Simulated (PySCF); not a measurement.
AlH₃, SMILES [AlH3]. Atoms are numbered in the order given.

```xyz
4

Al     0.0000     0.0000     0.0000
H      1.5803     0.0000     0.0000
H     -0.7901     1.3685     0.0000
H     -0.7901    -1.3685     0.0000
```
Charge 0, spin multiplicity 1.

Geometry: B3LYP-D3(BJ)/def2-TZVPD. The isomer is the one that the SMILES or the coordinates give; other isomers of the formula were not compared.

Computed with r2SCAN/def2-TZVPD run with PySCF.

Mulliken values depend strongly on the basis, most of all with diffuse functions as here. ESP charges are fitted to the potential on shells at 1.4 to 2.0 van der Waals radii. Atomic charges (e):

```csv
atom,ESP fit,Mulliken
Al1,(withheld),0.51
H2,(withheld),-0.17
H3,(withheld),-0.17
H4,(withheld),-0.17
```

### Question
Fill in the missing entries. (The exact figures need the calculation; the answer reports its results.)

### Answer

- Al1, ESP fit: 0.88
- H2, ESP fit: -0.29
- H3, ESP fit: -0.29
- H4, ESP fit: -0.29
